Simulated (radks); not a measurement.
Values are calculated unless marked as measured or tabulated.
Problem. These are the eigenvalues of the occupied orbitals of an atom or ion with whole-number occupations (eV). Level of theory: scalar-relativistic Kohn-Sham, SCAN, spin-polarised, spherical densities, finite nucleus; meta-GGA in the generalised Kohn-Sham scheme; Fermi nuclear charge, rms radius of each element as measured or else 0.836 A^(1/3) + 0.57 fm (a radial shooting solver on a logarithmic mesh with Libxc functionals).

1s up: -24273.61
1s down: -24273.60
2s up: -3610.674
2s down: -3609.739
2p up: -3239.841
2p down: -3239.091
3s up: -705.9410
3s down: -705.5634
3p up: -582.9876
3p down: -582.4869
3d up: -388.8274
3d down: -387.9129
4s up: -147.7803
4s down: -143.2752
4p up: -111.9135
4p down: -107.2201
4d up: -59.2650
4d down: -54.5774

Which element is it, and in what charge state? The configuration may be excited. Open shells, if any, are filled with parallel spins first.

Solution. Z = 46, palladium, charge +4: Pd4+ in [Kr] 4d6. The list shows which subshells hold electrons but not how many an open one holds; the 1s level, -892.04 hartree, gives Z - s = 42.2 by -(Z - s)^2/2, which with screening and relativity narrows Z to a few neighbours, and the depths of the outer levels then fix element, charge and occupations together.
